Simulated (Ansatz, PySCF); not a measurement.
GeH₃O₃, SMILES [OH][Ge]([OH])[OH], multiplicity 2. Atoms are numbered in the order given.

```xyz
7

O      0.0940    -1.6605    -0.3608
Ge     0.0317     0.0443     0.1929
O     -1.4899     0.7280    -0.4662
O      1.3662     0.8924    -0.6539
H     -0.7092    -2.1497    -0.1294
H     -1.5117     1.6945    -0.4077
H      2.2189     0.4511    -0.5266
```
Charge 0, spin multiplicity 2.

The structure is a stationary point at B3LYP-D3(BJ)/def2-SVP. The isomer is the one that the SMILES or the coordinates give; other isomers of the formula were not compared. The values are those of a single conformer.

Two levels are set side by side: PBE-D3(BJ)/def2-SVP (Ansatz, a program for electronic structure) and B3LYP-D3(BJ)/def2-SVP (PySCF). Each level has its own optimised geometry; the coordinates shown are those of the second. Frequencies come from the Hessian of PySCF at each geometry. Differences are taken from unrounded values.

```
quantity                            B3LYP-D3(BJ)
----------------------------------  ------------
mean bond length (Å)                       1.381
bond O1–Ge2 (Å)                            1.794
bond Ge2–O3 (Å)                            1.794
bond Ge2–O4 (Å)                            1.794
bond O1–H5 (Å)                             0.968
bond O3–H6 (Å)                             0.968
bond O4–H7 (Å)                             0.968
highest harmonic wavenumber (cm⁻¹)          3819
mean harmonic wavenumber (cm⁻¹)             1144
zero-point energy (kcal/mol)               24.53
```

What does PBE-D3(BJ) give, and how far is it from B3LYP-D3(BJ)? (An estimate is asked for; the answer gives what the named calculation found.)


| quantity | PBE-D3(BJ) | PBE-D3(BJ) minus B3LYP-D3(BJ) |
|---|---|---|
| mean bond length (Å) | 1.393 | 0.012 |
| bond O1–Ge2 (Å) | 1.810 | 0.016 |
| bond Ge2–O3 (Å) | 1.810 | 0.016 |
| bond Ge2–O4 (Å) | 1.810 | 0.016 |
| bond O1–H5 (Å) | 0.977 | 0.009 |
| bond O3–H6 (Å) | 0.977 | 0.009 |
| bond O4–H7 (Å) | 0.977 | 0.009 |
| highest harmonic wavenumber (cm⁻¹) | 3706 | -112 |
| mean harmonic wavenumber (cm⁻¹) | 1116 | -28 |
| zero-point energy (kcal/mol) | 23.93 | -0.60 |

Exact exchange shortens and stiffens bonds; PBE has none. Differences between two approximate levels are no errors against the true value.
